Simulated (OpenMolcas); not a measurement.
A calculation on Co6+.

```yaml
Program: OpenMolcas
Method: CASSCF
Basis: ANO-RCC-VTZP [6s5p3d2f1g]
Scalar_Hamiltonian: DKH2, point nucleus
Active_space: 3 electrons in 10 orbitals (3d 4d)
State_averaging: 2S+1 = 4 even, 10 roots; 2S+1 = 2 even, 40 roots
Spin-orbit_coupling: RASSI with atomic mean-field integrals over the reference wave functions, term energies averaged over their components
```

(1) Which level of the active space comes out lowest?

(2) How high does 3d3 2H 11/2 lie?

(3) How high does 3d3 4F 5/2 lie?

(4) How high does 3d3 2G 7/2 lie?

(5) The level at 34871 cm-1 has J = 3/2. What is it made of, and what is its g factor?

Measured values: Sugar and Corliss, J. Phys. Chem. Ref. Data 10, 1097 (1981).

Results:

(1) 3d3 4F 3/2, with 100 % of that term; it is also the measured ground level.

(2) 35672 cm-1 above the lowest level.

(3) 731 cm-1 above the lowest level; measured 698 cm-1 above the ground level, so the calculation is off by +5 %.

(4) 26441 cm-1 above the lowest level.

(5) 71 % 3d3 2P 3/2, 26 % 3d3 2D(1), 3 % 3d3 4P; g = 1.204, against 1.334 from Landé's formula for the pure leading term.

Without dynamic correlation excited terms often stand tens of per cent too high (terms of higher spin than the ground term too low), and those without a measured partner can miss by more than the paired ones. Active for correlation alone: 4d; no level in the range computed is led by a configuration that fills it, so any true level of that kind is missing. Measured partners are found by configuration, term and J. A level has none where our copy of the source lacks it or the pairing is in doubt (some pairs that miss far off the trend of their configuration count as doubtful), and it then counts in no deviation. Levels of configurations outside the active space are missing.

A number in round brackets counts repeated terms of one configuration in the order of the reference energies.
